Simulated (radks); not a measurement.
Values are calculated unless marked as measured or tabulated.
Task: All-electron atom: a nucleus of charge 42.25 with 40 electrons in [Kr] 4d4. Level of theory: scalar-relativistic Kohn-Sham, LDA (Slater exchange, Perdew-Wang correlation), spin-polarised, spherical densities, point nucleus; open shells are filled with parallel spins first (spin-orbit coupling, left out, can overturn this in heavy ions) (a radial shooting solver on a logarithmic mesh with Libxc functionals). Some entries of the table are withheld. Estimate them.

orbital  occ.  eigenvalue (hartree)  <r> (bohr)
1s down     1             -737.7416     0.03498
1s up       1             -737.7416     0.03498
2s up       1             -105.1681      0.1528
2s down     1             -105.1502      0.1528
2p up       3             -94.19784      0.1331
2p down     3             -94.18400      0.1331
3s up       1             -18.63767      0.4263
3s down     1             -18.62490      0.4262
3p up       3             -15.04239      0.4276
3p down     3             -15.02847      0.4275
3d up       5              -9.18233         (1)
3d down     5              -9.16354         (2)
4s up       1                   (3)       1.091
4s down     1                   (4)       1.086
4p up       3                   (5)       1.211
4p down     3                   (6)       1.205
4d up       4              -0.93383       1.658
4d down     0              -0.83364       1.684

Result: 
(1) 3d up <r> (bohr): 0.4115
(2) 3d down <r> (bohr): 0.4112
(3) 4s up eigenvalue (hartree): -3.26102
(4) 4s down eigenvalue (hartree): -3.17070
(5) 4p up eigenvalue (hartree): -2.28885
(6) 4p down eigenvalue (hartree): -2.19210
